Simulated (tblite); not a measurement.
Compound: C5H14NPSi.
Z-matrix (Å and degrees, GFN2-xTB geometry), rows numbered from 1:
```
C 
C   1  1.5284
N   2  1.4533  1  115.74
C   3  1.4529  2  113.70  1   -64.89
P   3  1.7425  2  114.65  1    70.45
C   5  1.8399  3   97.17  2   138.15
C   6  1.5044  5   66.72  3   -92.95
Si  7  1.8829  5  119.56  6   111.07
H   1  1.0872  2  111.24  3    65.78
H   1  1.0895  2  109.63  3   -54.65
H   1  1.0870  2  109.89  3  -174.24
H   2  1.0962  1  109.59  3  -121.69
H   2  1.0950  1  108.79  3   120.31
H   4  1.0900  3  108.70  2  -176.80
H   4  1.0949  3  114.08  2    62.39
H   4  1.0921  3  108.62  2   -58.73
H   6  1.0823  5  116.97  7   110.31
H   6  1.0828  5  116.31  7  -110.34
H   7  1.0861  5  112.10  6  -107.22
H   8  1.4633  7  109.57  5   -26.65
H   8  1.4669  7  108.33  5  -146.11
H   8  1.4639  7  109.09  5    94.21
```

Method: GFN2-xTB as coded in tblite; computed harmonic values from a numerical Hessian at the method's own geometry, unscaled. This tight-binding method is rough: wavenumbers can miss measured ones by several per cent, in bad cases by 10 to 20. Modes of hydrogen on silicon can be 10 to 20 % off. One conformer, not necessarily the lowest.

Harmonic wavenumbers (cm⁻¹): 51.2, 69.9, 85.2, 93.0, 130.9, 168.2, 188.8, 219.8, 268.1, 275.4, 331.0, 363.3, 488.1, 509.2, 545.0, 640.3, 665.5, 683.1, 763.4, 778.2, 787.0, 790.1, 818.4, 828.9, 911.0, 917.4, 995.9, 1003.4, 1026.3, 1063.0, 1078.2, 1105.3, 1141.4, 1186.4, 1202.4, 1229.6, 1289.9, 1340.0, 1400.2, 1405.9, 1413.2, 1469.6, 1481.8, 1488.4, 1498.1, 1506.8, 2234.8, 2260.1, 2266.4, 2917.2, 2920.8, 2941.4, 2973.4, 2996.8, 3003.5, 3014.1, 3036.4, 3037.0, 3042.2, 3051.5.

A = 2639, B = 784.4, C = 675.6 MHz; mass 147.063 u (most abundant isotopes); point group C1, symmetry number 1.

Task: Zero-point energy?

Result: ½Σν̃ = 38696 cm⁻¹ = 462.91 kJ/mol.

Task: Give the ideal-gas entropy at 298.15 K and 1 bar in the rigid-rotor, harmonic-oscillator model (classical rotation).

Result: Translation 171.10, rotation 124.77, vibration 153.58: S = 449.5 J/(mol K).

Task: And Cp and H(298.15 K) − H(0)?

Result: Cp = 188.37 J/(mol K), of which vibrations give 155.11 (their classical limit is 60 R = 498.9); H(298.15 K) − H(0) = 33.86 kJ/mol without the zero-point energy, 23.94 from vibrations.

Task: How do the functions run with temperature in this model?

Result: 
| T (K) | S (J/(mol K)) | Cp (J/(mol K)) | H − H(0) (kJ/mol) | G − H(0) (kJ/mol) | ln q(vib) |
| --- | --- | --- | --- | --- | --- |
| 150 | 348.0 | 116.3 | 11.38 | -40.82 | 3.90 |
| 250 | 418.5 | 164.3 | 25.37 | -79.24 | 7.24 |
| 400 | 511.7 | 236.5 | 55.55 | -149.13 | 12.08 |
| 600 | 622.5 | 310.5 | 110.70 | -262.79 | 18.29 |
| 900 | 763.2 | 382.5 | 215.52 | -471.33 | 26.98 |

q(vib) and H(0) count from the zero-point level.

Task: What must be added to the electronic energy to get the Gibbs energy at 298.15 K and 1 bar?

Result: ZPE + [H(298.15 K) − H(0)] − T·S = 462.91 + 33.86 − 134.00 = 362.77 kJ/mol.

Hindered rotation and anharmonicity are outside this model. Other conformers, if any are populated, would add a mixing term that is left out. The structure is chiral; the term R ln 2 for an equal mix with its mirror image is left out.
